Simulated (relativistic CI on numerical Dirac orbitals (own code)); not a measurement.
Sn38+: sensitivity of the levels to the model

Base calculation: Dirac-Coulomb-Breit CI, separate exchange-only KLI orbitals for each configuration, QED by a radiative potential, unscaled Slater integrals.

Configuration list (outside the closed core [Ne]): 3s2, 3s 3p, 3p2, 3s 3d, 3d2, 3p 3d, 3p 4s, 3d 4s, 3s 4s, 3s 4p, 3s 4d, 3s 4f, 3s 5s, 3s 5p, 3s 5d, 3s 5f. Levels of other configurations are missing.

Variants: (1) QED terms removed. Shifts of the energy above 3s2 1S_0, in eV, for the lowest level and the first level of each name with at least 55 % of one term (blank where a level changes its place among those of its configuration and J or its character, or is not in the variant):

```csv
Level,Base,Δ(1)
3s2 1S_0,0.000,0.000
3s 3p 3P°_0,77.381,+1.113
3s 3p 3P°_1,84.894,+1.111
3s 3p 3P°_2,136.395,+1.009
3s 3p 1P°_1,161.274,+1.030
3p2 3P_0,186.719,+2.241
3p2 1D_2,236.983,+2.011
3p2 3P_1,237.900,+2.151
3s 3d 3D_1,268.131,+1.144
3s 3d 3D_2,271.436,+1.191
3s 3d 3D_3,280.934,+1.105
3p2 1S_0,314.859,+2.038
3p 3d 3F°_2,351.768,+2.286
3p 3d 3D°_1,372.141,+2.278
3p 3d 3F°_3,374.786,+2.243
3p 3d 3F°_4,423.524,+2.143
3p 3d 3P°_0,424.831,+2.180
3p 3d 3P°_1,425.191,+2.179
3p 3d 1F°_3,447.726,+2.153
3p 3d 1P°_1,454.471,+2.137
3d2 3F_2,543.008,+2.312
3d2 3F_3,553.675,+2.277
```

At this charge energies of transitions that change n are usually good to better than 1 %, and those within a shell (Δn = 0) to a few per cent.

Ionisation energy from the two ground configurations alone: base 2679.58 eV; QED terms removed 2680.68 eV. The NIST ASD value (semi-empirical) is 2687 eV.

LS names give the leading component of a level, which can be under half, so a name can repeat, a term be missing and a line seem to break the LS rules.
